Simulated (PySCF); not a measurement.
Partial charges of `FC(F)(F)Cn1cccc1`

Species: C6H6F3N.
Atom-mapped SMILES: `[F:1][C:2]([F:3])([F:4])[CH2:5][n:6]1[cH:7][cH:8][cH:9][cH:10]1` (hydrogens: H11, H12 on C5; H13 on C7; H14 on C8; H15 on C9; H16 on C10)

Cartesian coordinates in Å at the GFN2-xTB level; atoms count from 1:
```xyz
16
C6H6F3N angstrom
F     -1.999    1.113    1.111
C     -2.137    0.005    0.376
F     -3.408   -0.019   -0.058
F     -1.989   -1.036    1.201
C     -1.155   -0.041   -0.802
N      0.202   -0.015   -0.356
C      0.947   -1.107   -0.018
C      2.162   -0.677    0.432
C      2.153    0.733    0.374
C      0.934    1.110   -0.108
H     -1.369    0.825   -1.436
H     -1.360   -0.960   -1.360
H      0.555   -2.098   -0.126
H      2.972   -1.295    0.762
H      2.956    1.386    0.653
H      0.530    2.084   -0.298
```

Density: PBE0/pcSseg-1 (PySCF); schemes: Mulliken, IAO, Hirshfeld and ESP-fitted. One conformer (not necessarily the lowest) at the GFN2-xTB geometry, without solvent, vibrations or thermal averaging.

Q: Tabulate the Mulliken, IAO, Hirshfeld and ESP-fitted charges.

A: In e:

| atom | environment | Mulliken | IAO | Hirshfeld | ESP-fitted |
| --- | --- | --- | --- | --- | --- |
| F1 | fluorine of a CF3 group | -0.260 | -0.277 | -0.089 | -0.217 |
| C2 | CF3 carbon | +0.775 | +0.803 | +0.257 | +0.748 |
| F3 | fluorine of a CF3 group | -0.270 | -0.286 | -0.097 | -0.238 |
| F4 | fluorine of a CF3 group | -0.260 | -0.277 | -0.089 | -0.217 |
| C5 | sp3 carbon bound to nitrogen | -0.030 | -0.199 | -0.029 | -0.519 |
| N6 | pyrrole-type nitrogen | -0.610 | -0.074 | -0.013 | +0.342 |
| C7 | aromatic CH next to a ring nitrogen | +0.165 | -0.122 | -0.041 | -0.313 |
| C8 | aromatic CH carbon | -0.166 | -0.216 | -0.096 | -0.227 |
| C9 | aromatic CH carbon | -0.166 | -0.216 | -0.096 | -0.211 |
| C10 | aromatic CH next to a ring nitrogen | +0.165 | -0.122 | -0.041 | -0.323 |
| H11 | methylene hydrogen | +0.154 | +0.176 | +0.065 | +0.198 |
| H12 | methylene hydrogen | +0.154 | +0.176 | +0.065 | +0.199 |
| H13 | aromatic hydrogen | +0.095 | +0.159 | +0.052 | +0.204 |
| H14 | aromatic hydrogen | +0.080 | +0.159 | +0.050 | +0.187 |
| H15 | aromatic hydrogen | +0.080 | +0.159 | +0.050 | +0.182 |
| H16 | aromatic hydrogen | +0.095 | +0.159 | +0.052 | +0.207 |

Mean size of the charges over all atoms: ESP-fitted 0.283 e, IAO 0.224 e, Mulliken 0.220 e, Hirshfeld 0.074 e. Each set sums to the total charge, 0, to within 0.001 e. The ESP scheme is a least-squares fit of atom-centred charges to the potential on four shells outside the van der Waals surface, with the total charge fixed. The Mulliken scheme gives each basis function's population to the atom it is centred on and halves the overlap population of two atoms between them.

Lowest charge. The schemes don't all agree: Mulliken N6 (-0.610); IAO F3 (-0.286); Hirshfeld F3 (-0.097); ESP-fitted C5 (-0.519).

Highest charge. All schemes agree: Mulliken C2 (+0.775); IAO C2 (+0.803); Hirshfeld C2 (+0.257); ESP-fitted C2 (+0.748).

Q: How many electrons does the Mulliken scheme count on N6?

A: Z − q = 7 − (-0.610) = 7.610.

Q: How closely do the schemes follow one another over all atoms?

A: Correlation coefficient and root-mean-square difference: IAO with Hirshfeld 0.99, 0.186 e; IAO with ESP-fitted 0.88, 0.152 e; Hirshfeld with ESP-fitted 0.86, 0.245 e; Mulliken with IAO 0.80, 0.178 e; Mulliken with Hirshfeld 0.79, 0.227 e; Mulliken with ESP-fitted 0.44, 0.323 e.
